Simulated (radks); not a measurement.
Sn45+, configuration [He] 2s2 2p1.

Calculated with a radial shooting solver on a logarithmic mesh with Libxc functionals: scalar-relativistic Kohn-Sham, PBEsol, spin-polarised, spherical densities, finite nucleus; open shells are filled with parallel spins first (spin-orbit coupling, left out, can overturn this in heavy ions); Fermi nuclear charge, rms radius 4.6519 fm.

Energy parts (eV):
total: -93544.522
kinetic: 99691.159
electron-nucleus: -196515.219
Hartree: 4559.762
exchange-correlation: -1280.224

Orbitals (lengths in bohr, moments of r in powers of bohr; <r^-3> diverges for s and p1/2):
| orbital | occ. | eigenvalue (eV) | <r^-3> | <r^2> | <1/r> |
|---|---|---|---|---|---|
| 1s up | 1 | -33111.65 | - | 0.001134 | 53.20 |
| 1s down | 1 | -33097.12 | - | 0.001132 | 53.22 |
| 2s up | 1 | -7835.438 | - | 0.01658 | 12.86 |
| 2s down | 1 | -7809.611 | - | 0.01663 | 12.83 |
| 2p up | 1 | -7508.031 | 5375 | 0.01267 | 12.33 |
| 2p down | 0 | -7476.483 | 5360 | 0.01272 | 12.31 |

The highest occupied level is 2p up at -7508.0 eV. Summed over all electrons, <r^2> = 0.04814 bohr^2, which gives a Langevin (diamagnetic) susceptibility term of -0.0381 x 10^-6 cm^3/mol. The density falls to 0.001 e/bohr^3 at r = 0.42 bohr. The electron density at the nucleus is 1.95e+05 e/bohr^3 (large components only). The spin density at the nucleus is -13.25 e/bohr^3 (1s -66.55, 2s 53.30).
